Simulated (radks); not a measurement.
Species: Ca3+. Configuration: [He] 2s2 2p5.5 3s2 3p5 4p0.5 (fractional occupations, a model configuration). Calculated with a radial shooting solver on a logarithmic mesh with Libxc functionals: scalar-relativistic Kohn-Sham, PBE, spin-polarised, spherical densities, finite nucleus; open shells are filled with parallel spins first; Fermi nuclear charge, rms radius 3.4776 fm.

Local quantities along the radius. ELF = 1/(1 + alpha^2) is the electron localisation function; alpha = (tau - tau_W)/tau_unif compares the Pauli kinetic energy density with that of the uniform gas (summed over spins); -r V(r) is the screened charge that the Kohn-Sham potential of spin up presents (atomic units); 4 pi r^2 rho is in e/bohr; s = |grad rho|/(2 (3 pi^2)^(1/3) rho^(4/3)) is the reduced gradient. tau is taken from the large components.

| r (bohr) | ELF | alpha | -r V(r) | 4 pi r^2 rho | s |
|---|---|---|---|---|---|
| 0.002842 | 1.000 | 0.01252 | 19.86 | 0.5173 | 0.4472 |
| 0.003256 | 1.000 | 0.01268 | 19.84 | 0.6659 | 0.4410 |
| 0.003701 | 1.000 | 0.01288 | 19.81 | 0.8426 | 0.4365 |
| 0.00424 | 1.000 | 0.01316 | 19.77 | 1.079 | 0.4330 |
| 0.004819 | 1.000 | 0.01350 | 19.74 | 1.358 | 0.4308 |
| 0.005521 | 1.000 | 0.01394 | 19.70 | 1.729 | 0.4296 |
| 0.006275 | 1.000 | 0.01446 | 19.65 | 2.161 | 0.4297 |
| 0.007132 | 1.000 | 0.01510 | 19.59 | 2.689 | 0.4308 |
| 0.008171 | 1.000 | 0.01593 | 19.53 | 3.376 | 0.4332 |
| 0.009287 | 1.000 | 0.01689 | 19.46 | 4.160 | 0.4367 |
| 0.01064 | 1.000 | 0.01816 | 19.38 | 5.157 | 0.4417 |
| 0.01209 | 1.000 | 0.01963 | 19.29 | 6.269 | 0.4479 |
| 0.01385 | 1.000 | 0.02161 | 19.18 | 7.647 | 0.4561 |
| 0.01575 | 0.999 | 0.02397 | 19.06 | 9.135 | 0.4656 |
| 0.0179 | 0.999 | 0.02698 | 18.93 | 10.80 | 0.4771 |
| 0.0205 | 0.999 | 0.03116 | 18.77 | 12.74 | 0.4917 |
| 0.0233 | 0.999 | 0.03638 | 18.60 | 14.69 | 0.5081 |
| 0.0267 | 0.998 | 0.04392 | 18.41 | 16.81 | 0.5288 |
| 0.03035 | 0.997 | 0.05377 | 18.20 | 18.75 | 0.5519 |
| 0.03477 | 0.995 | 0.06868 | 17.95 | 20.62 | 0.5809 |
| 0.03951 | 0.992 | 0.08921 | 17.69 | 22.07 | 0.6128 |
| 0.04491 | 0.986 | 0.1197 | 17.41 | 23.08 | 0.6496 |
| 0.05145 | 0.972 | 0.1701 | 17.08 | 23.53 | 0.6938 |
| 0.05848 | 0.943 | 0.2452 | 16.74 | 23.31 | 0.7391 |
| 0.067 | 0.877 | 0.3741 | 16.35 | 22.40 | 0.7867 |
| 0.07614 | 0.756 | 0.5674 | 15.95 | 21.05 | 0.8226 |
| 0.08724 | 0.565 | 0.8770 | 15.49 | 19.37 | 0.8341 |
| 0.09915 | 0.388 | 1.255 | 15.03 | 17.89 | 0.7978 |
| 0.1127 | 0.278 | 1.611 | 14.53 | 16.87 | 0.7005 |
| 0.1291 | 0.247 | 1.747 | 13.97 | 16.64 | 0.5464 |
| 0.1467 | 0.292 | 1.556 | 13.44 | 17.37 | 0.4063 |
| 0.1681 | 0.419 | 1.178 | 12.87 | 19.00 | 0.3174 |
| 0.1911 | 0.579 | 0.8526 | 12.31 | 20.94 | 0.3014 |
| 0.2189 | 0.723 | 0.6193 | 11.69 | 22.76 | 0.3385 |
| 0.2488 | 0.804 | 0.4933 | 11.09 | 23.55 | 0.4064 |
| 0.2828 | 0.842 | 0.4336 | 10.48 | 22.95 | 0.4977 |
| 0.324 | 0.842 | 0.4330 | 9.828 | 20.63 | 0.6196 |
| 0.3682 | 0.791 | 0.5137 | 9.222 | 17.20 | 0.7588 |
| 0.4218 | 0.619 | 0.7842 | 8.587 | 13.02 | 0.9199 |
| 0.4794 | 0.330 | 1.426 | 8.003 | 9.505 | 1.021 |
| 0.5493 | 0.134 | 2.547 | 7.382 | 6.997 | 0.9139 |
| 0.6243 | 0.112 | 2.815 | 6.810 | 6.074 | 0.5648 |
| 0.7096 | 0.237 | 1.793 | 6.433 | 6.299 | 0.2849 |
| 0.8129 | 0.569 | 0.8697 | 6.005 | 7.083 | 0.2507 |
| 0.9239 | 0.794 | 0.5087 | 5.603 | 7.583 | 0.3541 |
| 1.059 | 0.871 | 0.3855 | 5.192 | 7.329 | 0.5173 |
| 1.203 | 0.877 | 0.3751 | 4.831 | 6.284 | 0.7055 |
| 1.378 | 0.835 | 0.4441 | 4.486 | 4.653 | 0.9582 |
| 1.567 | 0.714 | 0.6335 | 4.201 | 3.078 | 1.270 |
| 1.78 | 0.434 | 1.142 | 3.973 | 1.812 | 1.661 |
| 2.04 | 0.131 | 2.576 | 3.814 | 0.9465 | 2.076 |
| 2.318 | 0.045 | 4.595 | 3.705 | 0.5231 | 2.183 |
| 2.656 | 0.047 | 4.496 | 3.594 | 0.3274 | 1.845 |
| 3.019 | 0.103 | 2.944 | 3.576 | 0.2455 | 1.673 |
| 3.459 | 0.180 | 2.136 | 3.503 | 0.1811 | 2.027 |
| 3.931 | 0.180 | 2.133 | 3.437 | 0.1208 | 2.782 |
| 4.468 | 0.121 | 2.689 | 3.422 | 0.06808 | 4.036 |
| 5.119 | 0.054 | 4.191 | 3.408 | 0.02966 | 6.373 |
| 5.818 | 0.017 | 7.598 | 3.346 | 0.01062 | 10.50 |
| 6.665 | 0.003 | 17.50 | 3.243 | 0.002647 | 19.38 |
| 7.575 | 0.000 | 47.28 | 3.151 | 0.0005245 | 37.74 |

On this mesh the ELF has minima near r = 0.13, 0.62, 2.3 bohr, which separate the shells, and maxima near 0.32 (0.84), 1.2 (0.88), 3.9 (0.18).
